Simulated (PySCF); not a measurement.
# Electronic absorption of C3H6O3Si2

Compound: C3H6O3Si2.
InChI=1S/C3H6O3Si2/c1-2-8-3(4)5-7-6-8/h2,8H,1,7H2/t8-/m1/s1

The calculation used TDDFT CAM-B3LYP/def2-SVPD, vertical, gas phase, core orbitals frozen in the response (PySCF 2.14.0, density-fitted response routines). Isolated species at its GFN2-xTB geometry (one conformer only). GFN2-xTB frequencies show an imaginary mode (29i cm⁻¹), so this geometry is no minimum at that level. Torsions of this conformer, `[CH2:1]=[CH:2][Si@H:3]1[O:4][SiH2:5][O:6][C:7]1=[O:8]`: C1–C2–Si3–O4 -163°.

```csv
state,λ (nm),E (eV),f,"main configurations (H = HOMO, L = LUMO)"
S1,259.8,4.77,0.0064,"H→L+1 (54%), H→L (35%)"
S2,196.1,6.32,0.053,"H→L (51%), H→L+1 (30%)"
S3,188.3,6.58,0.028,"H→L+2 (66%), H→L+4 (15%)"
S4,182.4,6.80,0.053,"H-2→L (36%), H-3→L (17%), H-1→L (12%)"
S5,174.2,7.12,0.122,"H-1→L (60%), H-1→L+1 (9%)"
S6,171.1,7.24,0.028,H→L+3 (80%)
S7,167.1,7.42,0.116,"H-1→L+1 (30%), H-1→L+2 (13%), H-1→L+4 (11%)"
S8,165.5,7.49,0.022,"H→L+4 (31%), H→L+2 (13%), H-1→L+1 (13%)"
```

Triplets, Tamm–Dancoff:

| state | E (eV) | λ (nm) | main configurations (H = HOMO, L = LUMO) |
| --- | --- | --- | --- |
| T1 | 4.06 | 305.3 | H→L (42%), H→L+1 (41%) |
| T2 | 4.25 | 291.8 | H-1→L (60%), H→L+1 (19%) |
| T3 | 5.67 | 218.8 | H-3→L+1 (43%), H-3→L (23%) |

The lowest singlet comes at 260 nm (460 kJ/mol) in the ultraviolet; it is weak; its leading configuration is HOMO→LUMO+1 (54%). The most intense listed level is S5 at 7.12 eV (174 nm, f = 0.122), 2.35 eV above S1. Löwdin shares by element: HOMO oxygen 56% or more, carbon 15% or more, silicon 10% or more (atoms not listed hold the other 19%); LUMO carbon 59%, silicon 13% or more (atoms not listed hold the other 28%). The listed states span 2.72 eV, and the widest gap between neighbours is 1.55 eV (S1 to S2). Weighted by f, the mean energy of these states is 7.02 eV. Orbital energies (eV): HOMO-3 -10.71, HOMO-2 -10.38, HOMO-1 -10.00, HOMO -8.95, LUMO -0.05, LUMO+1 0.55, LUMO+2 0.77. Only the lowest 8 singlets were computed, as vertical energies without vibronic structure.

Time: 86 s of wall time; peak memory 1.1 GiB. Hardware: one thread of an Arm Neoverse V1, shared host with 32 logical CPUs at a one-minute load of 27.
